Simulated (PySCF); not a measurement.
Geometry (Å), atoms numbered from 1 in this order:
```xyz
6

Al    0.618    1.077    0.000
H     2.195    1.009    0.044
H    -0.223    2.412   -0.041
N    -0.274   -0.465   -0.014
C    -0.869   -1.509    0.000
O    -1.447   -2.524    0.012
```

Geometry: PBE0-D3(BJ)/def2-SVP; GIAO absolute shieldings from PySCF 2.14, gas phase, non-relativistic, averaged over equivalent atoms.

At PBE/pcSseg-1 (pcSseg-2 on Al) (104 basis functions, 5.5 s wall time on 1 thread of an x86-64 server CPU, shared host):
```tsv
atoms	σ (ppm)
Al1	360.6
H2/H3	26.40
N4	189.4
C5	54.7
O6	180.3
```

Estimate the result of repeating the calculation with PBE0/pcSseg-1 (pcSseg-2 on Al).

Results:


```
atoms  σ at PBE0/pcSseg-1 (pcSseg-2 on Al)  change
  Al1                                376.8   +16.2
H2/H3                                26.60   +0.20
   N4                                199.5   +10.1
   C5                                 54.4    -0.3
   O6                                189.2    +8.9
```

The largest change is at Al1 (aluminium bonded to N, 2 H). Cost: 104 basis functions, 6.2 s wall time on 1 thread of an x86-64 server CPU, shared host.
